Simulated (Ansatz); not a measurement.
Harmonic frequencies (cm⁻¹) at PBE0-D4/def2-TZVP from Ansatz: 40, 100, 239, 363, 471, 532, 713, 743, 1198, 1446, 1446, 1856, 3066, 3157, 3172.

Which molecule is it?
A. `[SiH3][In]([Cl])[Cl]`
B. `[CH3][In]([OH])[F]`
C. `[CH3][InH][Br]`
D. `[SH][InH][SH]`

C.
